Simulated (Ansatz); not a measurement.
Relaxation of a periodic cell of 24 atoms, N (packed as 12 N2, density as packed 0.80 g/cm³ with natural masses), to a largest force component of 0.3 eV/Å in at most 15 steps.

Level of theory: DFT PBE-D3(BJ), scalar-relativistic, plane waves, PAW in Ansatz 0.2.0. Settings: accuracy low, cutoff 420 eV, k mesh 1x1x1, fermi-dirac smearing 0.05 eV, no spin polarisation.

```xyz
24
Lattice="8.8621 0.0000 0.0000 0.0000 8.8621 0.0000 0.0000 0.0000 8.8621" Properties=species:S:1:pos:R:3:forces:R:3
N 6.729 5.494 3.452 3.12 -0.11 -1.58
N 7.735 5.459 2.939 -3.39 0.25 1.59
N 5.621 7.167 6.175 2.20 0.56 2.71
N 6.311 7.326 7.055 -2.11 -0.53 -2.80
N 2.577 2.506 7.102 0.18 -0.14 -3.48
N 2.621 2.478 5.973 -0.03 0.24 3.77
N 4.916 1.743 0.655 3.47 -0.56 -0.46
N 6.016 1.528 0.508 -3.42 0.82 0.44
N 1.037 0.198 4.985 -0.72 3.01 -1.92
N 0.856 1.110 4.343 0.36 -2.98 2.04
N 2.243 5.810 7.192 2.44 -0.99 -2.75
N 2.990 5.634 6.362 -2.32 0.63 2.52
N 1.384 4.418 2.534 0.97 -3.52 -0.60
N 1.599 3.325 2.345 -0.65 3.39 0.51
N 1.752 7.576 2.932 0.12 0.30 -3.65
N 1.765 7.790 1.823 -0.31 -0.42 4.16
N 4.926 7.680 0.813 -3.10 -1.83 0.01
N 3.932 7.144 0.772 3.55 1.40 -0.14
N 4.914 2.445 4.228 3.50 0.14 0.74
N 6.009 2.493 4.503 -3.52 -0.23 -0.97
N 8.311 3.007 6.356 -2.45 2.10 1.82
N 7.543 3.641 6.889 2.48 -1.98 -1.63
N 1.060 7.870 8.239 -2.59 2.87 -1.24
N 0.328 8.676 7.936 2.19 -2.42 0.93
```

Problem. Where does it end, and by what steps?

Solution. The run converged. The threshold is loose, so the end isn't yet a minimum. The force dipped under the threshold on the way, but the program's further checks kept it going. Limits of this set-up: coarse k mesh, low accuracy level. After 13 steps the energy has fallen by 1.701 eV; N10 moved furthest, 1.08 Å.

| step | energy less start (eV) | largest force component (eV/Å) | accepted |
| --- | --- | --- | --- |
| 0 | 0.0000 | 4.163 | yes |
| 1 | -1.0228 | 4.114 | yes |
| 2 | -1.1675 | 3.717 | yes |
| 3 | -1.4634 | 1.455 | yes |
| 4 | -1.5605 | 0.554 | yes |
| 5 | -1.6139 | 0.253 | yes |
| 6 | -1.5972 | 1.839 | no |
| 7 | -1.6308 | 0.428 | yes |
| 8 | -1.6565 | 0.210 | yes |
| 9 | -1.6128 | 2.408 | no |
| 10 | -1.6644 | 0.780 | yes |
| 11 | -1.6765 | 1.076 | yes |
| 12 | -1.7007 | 0.253 | yes |
| 13 | -1.7007 | 0.254 | yes |

```xyz
24
Lattice="8.8621 0.0000 0.0000 0.0000 8.8621 0.0000 0.0000 0.0000 8.8621" Properties=species:S:1:pos:R:3
N 7.067 5.242 3.535
N 7.746 5.546 2.721
N 5.834 7.847 5.650
N 6.374 7.402 6.502
N 2.585 2.239 7.484
N 2.653 2.086 6.394
N 5.218 1.848 0.656
N 6.289 2.102 0.739
N 0.039 0.558 4.837
N -0.161 1.413 4.172
N 2.092 5.608 6.730
N 3.055 5.862 6.258
N 2.076 3.882 2.077
N 1.760 2.844 1.882
N 1.895 7.130 3.288
N 2.161 7.789 2.446
N 5.206 7.193 0.961
N 4.628 6.366 0.519
N 4.831 2.380 3.917
N 5.588 2.245 4.707
N 8.212 3.607 6.797
N 7.331 4.134 7.196
N 0.811 8.300 8.277
N -0.114 8.892 8.368
```

The run took 49 s on 1 thread of Intel(R) Xeon(R) Platinum 8259CL CPU @ 2.50GHz (Skylake/Cascade Lake), on a shared host, peak memory 0.6 GiB.
